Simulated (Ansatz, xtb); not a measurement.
GeH6OSn: which of two isomers lies lower

We compare X, `[OH][SnH2][GeH3]`, a singlet, with Y, `[OH][GeH2][SnH3]`, a singlet. Both are isolated molecules in the gas phase, relaxed with B3LYP-D3(BJ)/def2-SVP; the shapes shown needn't be the lowest conformers.

X (Å):

```xyz
9

Ge    0.3247    1.8430    2.7508
O    -0.9353   -1.0010    0.5555
Sn    0.4512    0.4524    0.5234
H    -0.8102   -1.6084    1.2974
H     2.0028   -0.2766    0.2958
H    -0.0166    1.3475   -0.8649
H    -1.0623    2.5000    2.8993
H     0.5654    0.9235    3.9674
H     1.4016    2.9498    2.7585
```

Y (Å):

```xyz
9

Ge    0.5606    0.2679    0.7135
O    -0.7666   -0.9296    0.9404
Sn    0.2143    1.9453    2.6936
H    -0.7603   -1.6223    0.2662
H     1.9320   -0.4571    0.7665
H     0.4252    0.9390   -0.6796
H    -1.3321    2.6857    2.5804
H     0.3357    1.1216    4.1965
H     1.4164    3.1771    2.6451
```

Energies in hartree; the thermal terms are from B3LYP-D3(BJ)/def2-SVP harmonic frequencies (ideal gas, rigid rotor, one conformer each, 298.15 K, 1 atm) and include the zero-point energy:

|  | X | Y |
| --- | --- | --- |
| E, CCSD(T)/def2-TZVP | −2367.979991 | −2367.981782 |
| zero-point energy | 0.049154 | 0.048918 |
| H(298 K) − E | 0.057495 | 0.057075 |
| G(298 K) − E | 0.015835 | 0.015962 |

Work out ΔE, ΔE₀, ΔH and ΔG for X → Y in kJ/mol (1 Eh = 2625.50 kJ/mol) and the equilibrium ratio [Y]/[X].

1. ΔE = −2367.981782 − (−2367.979991) = −0.001791 Eh = −4.70 kJ/mol.
2. ΔE₀ = ΔE + ΔZPE = −0.001791 + (−0.000236) Eh = −5.32 kJ/mol.
3. ΔH = ΔE + (−0.000420) Eh = −5.80 kJ/mol.
4. ΔG = ΔE + (+0.000127) Eh = −4.37 kJ/mol, so ΔS = (ΔH − ΔG)/T = −4.8 J/(mol K).
5. kT = 0.9442 mEh, so K = [Y]/[X] = exp(−ΔG/kT) = exp(+1.76) ≈ 5.8.

Structure Y is favoured at this temperature. An error of 4 kJ/mol in ΔG would change K by a factor of 5. Mirror images and further conformers aren't counted.

As drawn, Y has 1 Ge–O, 1 Sn–H in place of 1 O–Sn, 1 Ge–H.

Other levels gave ΔE = −70.4 (GFN2-xTB); +0.5 (HF/STO-3G, GFN2-xTB geometries); −2.2 (r2SCAN-D4/def2-SVP, GFN2-xTB geometries); −8.3 (B3LYP-D3(BJ)/def2-SVP); −11.6 (HF/def2-TZVP); −4.3 (MP2/def2-TZVP) kJ/mol. The correlated steps freeze 14 core orbitals; the filled d shell of Ge and Sn is correlated, in a basis made for valence electrons. Atoms past krypton carry core potentials in the def2 sets, without spin–orbit terms. Programs: Ansatz 0.2.0, xtb 6.7.1.
